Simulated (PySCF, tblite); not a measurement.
Species: 2-chlorobenzotrifluoride, C7H4ClF3.
SMILES: `FC(F)(F)c1ccccc1Cl`

Method used: PBE0/pcSseg-1 in PySCF (dipole) on a GFN2-xTB geometry, gas phase.

Masses are those of the commonest isotopes; rigid-rotor values at the optimised geometry. 

(1) What are A, B and C (MHz)?

(2) Classify the top.

(3) Is it planar, by Δ = Ic − Ia − Ib?

(4) Give the other two planar moments, Paa and Pbb, and the rms extents of the mass along the axes.

(5) Give the coordinates in the principal-axis frame, origin at the centre of mass.

(6) Where do the levels up to J = 5 lie, in MHz?

(7) Predict some low-J microwave lines.

## Answers

(1) Ia = 380.80, Ib = 537.37, Ic = 830.06 u·Å²; 505379 MHz·u·Å²/I gives A = 1327, B = 940.5, C = 608.8 MHz.

(2) An asymmetric top: κ = (2 × 940.5 − 1327 − 608.8)/(1327 − 608.8) = -0.08.

(3) Not planar: Δ = Ic − Ia − Ib = -88.11 u·Å². For a rigid frame Δ = −2 Σ m c², so Σ m c² = 44.05 u·Å² lies off the ab plane: 0.00 from hydrogen and 44.05 from heavier atoms. The atom farthest from that plane is 1.08 Å away.

(4) Paa = Σ m a² = (Ib + Ic − Ia)/2 = 493.31 and Pbb = Σ m b² = (Ia + Ic − Ib)/2 = 336.75 u·Å². With the mass M = 180.00 u, the rms extents √(P/M) along a, b and c are 1.66, 1.37, 0.49 Å.

(5) The sense of each axis is arbitrary; atoms in the order of the calculation.
```
atom  mass (u)   a (Å)   b (Å)   c (Å)
  F1    18.998  -1.865   0.122   1.078
  C2    12.000  -1.354  -0.494   0.000
  F3    18.998  -1.865   0.127  -1.076
  F4    18.998  -1.880  -1.729  -0.003
  C5    12.000   0.151  -0.513   0.000
  C6    12.000   0.830  -1.725   0.001
  C7    12.000   2.213  -1.748   0.001
  C8    12.000   2.924  -0.560   0.000
  C9    12.000   2.258   0.653  -0.001
 C10    12.000   0.871   0.682   0.000
Cl11    34.969   0.057   2.200   0.000
 H12     1.008   0.268  -2.646   0.002
 H13     1.008   2.731  -2.693   0.001
 H14     1.008   4.003  -0.575  -0.001
 H15     1.008   2.805   1.582  -0.001
```

(6) Above 0(0,0):
J = 1: 1(0,1) 1549, 1(1,1) 1936, 1(1,0) 2268
J = 2: 2(0,2) 4508, 2(1,2) 4703, 2(1,1) 5698, 2(2,1) 6858, 2(2,0) 6998
J = 3: 3(0,3) 8707, 3(1,3) 8778, 3(1,2) 10727, 3(2,2) 11506, 3(2,1) 12095, 3(3,1) 14343, 3(3,0) 14385
J = 4: 4(0,4) 14093, 4(1,4) 14115, 4(1,3) 17177, 4(2,3) 17589, 4(2,2) 18979, 4(3,2) 20738, 4(3,1) 20992, 4(4,1) 24447, 4(4,0) 24457
J = 5: 5(0,5) 20679, 5(1,5) 20685, 5(1,4) 24859, 5(2,4) 25029, 5(2,3) 27507, 5(3,3) 28690, 5(3,2) 29488, 5(4,2) 32501, 5(4,1) 32583, 5(5,1) 37194, 5(5,0) 37196
Those of J = 1 are B + C, A + C and A + B.

(7) The dipole components are |μa| = 3.47 D, |μb| = 1.24 D, |μc| = 0.00 D; the mirror of this Cs structure is the ab plane, so μc vanishes by symmetry and there are no c-type lines. Intensities carry the squares of the components, which stand as 1.00 : 0.13 (a : b). Some lines, for components of 0.1 D or more:

```csv
type,branch,"J(Ka,Kc)",MHz,lower level (cm⁻¹)
a,Q,"5(3,2) ← 5(3,3)",798,0.957
a,Q,"3(1,2) ← 3(1,3)",1948,0.293
b,Q,"3(1,2) ← 3(0,3)",2020,0.290
a,Q,"4(1,3) ← 4(1,4)",3062,0.471
b,Q,"4(1,3) ← 4(0,4)",3084,0.470
b,R,"2(1,2) ← 1(0,1)",3154,0.052
b,Q,"4(2,3) ← 4(1,4)",3474,0.471
b,Q,"4(4,1) ← 4(3,2)",3709,0.692
b,Q,"5(5,1) ← 5(4,2)",4694,1.084
b,R,"5(3,2) ← 4(4,1)",5041,0.815
b,R,"2(2,0) ← 1(1,1)",5062,0.065
a,R,"4(0,4) ← 3(0,3)",5387,0.290
b,R,"3(2,2) ← 2(1,1)",5808,0.190
a,R,"4(3,1) ← 3(3,0)",6608,0.480
a,R,"5(4,2) ← 4(4,1)",8054,0.815
a,R,"5(3,2) ← 4(3,1)",8496,0.700
b,R,"5(4,1) ← 4(3,2)",11845,0.692
b,R,"5(3,2) ← 4(2,3)",11899,0.587
```

Its GFN2-xTB frequencies are all real (lowest 44 cm⁻¹). No vibrational averaging or centrifugal distortion is included, and the geometry carries the error of its method. Quadrupole hyperfine structure (35Cl) is left out.

The run took 2.6 min wall, 1.9 min CPU on Intel Xeon at 2.50 GHz, one thread, shared host, and the process peaked at 0.94 GiB of memory. This is the PBE0/pcSseg-1 job that gave the dipole, with the shieldings it also computed.

Shape of the structure used: `[F:1][C:2]([F:3])([F:4])[c:5]1[cH:6][cH:7][cH:8][cH:9][c:10]1[Cl:11]`: F1–C2–C5–C6 120°.
